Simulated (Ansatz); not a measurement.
GeBr2⁺ (the lowest doublet isomer of a short search), 3 atoms. Hardware: 4 threads of Intel Xeon on a shared host.

Correlated methods freeze 27 core orbitals; core or outer-core shells of Ge, Br are correlated, in sets that lack core-valence functions.

(1) How many basis functions does each of these Ansatz runs have, and roughly what does it cost? PBE with 5 % exact exchange/def2-TZVP, charge 1 doublet, energy, from earlier orbitals; r2SCAN-D4/def2-TZVP, charge 0 triplet at the geometry of the charge 1 doublet, energy, from earlier orbitals; PBE0-D4/def2-TZVP, charge 0 triplet at the geometry of the charge 1 doublet, energy; PBE with 50 % exact exchange/def2-TZVP, charge 1 quartet, energy, from earlier orbitals; B2PLYP/def2-TZVP, charge 1 doublet, energy, from earlier orbitals; PBE0-D4/def2-SVP, charge 1 doublet, energy with a search over starts; r2SCAN-D4/def2-TZVP, charge 1 doublet, energy, from earlier orbitals; PBE0-D4/def2-TZVP, charge 1 doublet, energy and forces, from earlier orbitals; PBE-D4/def2-SVP, charge 1 doublet, energy, from earlier orbitals; CCSD(T)/def2-SVP, charge 1 quartet, energy, from earlier orbitals; r2SCAN-D4/def2-TZVP, charge 1 quartet, energy, from earlier orbitals; PBE-QIDH/def2-TZVP, charge 1 quartet, energy, from earlier orbitals.

Answers

(1) Other jobs shared the machine, so times can vary by a factor of up to 3. A dash marks memory too small to be measured apart from the calling script's.

```tsv
run	functions	fitting or Cholesky vectors	wall time	peak host memory (GiB)
PBE-D4/def2-SVP, charge 1 doublet, energy, from earlier orbitals	96	1041	1.2 s	–
PBE0-D4/def2-SVP, charge 1 doublet, energy with a search over starts	96	922	2.9 s	–
PBE with 5 % exact exchange/def2-TZVP, charge 1 doublet, energy, from earlier orbitals	144	981	3.3 s	–
r2SCAN-D4/def2-TZVP, charge 1 doublet, energy, from earlier orbitals	144	1110	3.4 s	–
PBE0-D4/def2-TZVP, charge 1 doublet, energy and forces, from earlier orbitals	144	981	3.9 s	–
PBE0-D4/def2-TZVP, charge 0 triplet at the geometry of the charge 1 doublet, energy	144	981	3.9 s	–
r2SCAN-D4/def2-TZVP, charge 0 triplet at the geometry of the charge 1 doublet, energy, from earlier orbitals	144	1110	4 s	–
r2SCAN-D4/def2-TZVP, charge 1 quartet, energy, from earlier orbitals	144	1110	4.4 s	–
B2PLYP/def2-TZVP, charge 1 doublet, energy, from earlier orbitals	144	981	4.5 s	–
PBE with 50 % exact exchange/def2-TZVP, charge 1 quartet, energy, from earlier orbitals	144	981	5.5 s	–
PBE-QIDH/def2-TZVP, charge 1 quartet, energy, from earlier orbitals	144	981	7 s	0.56
CCSD(T)/def2-SVP, charge 1 quartet, energy, from earlier orbitals	96	923	9 s	–
```
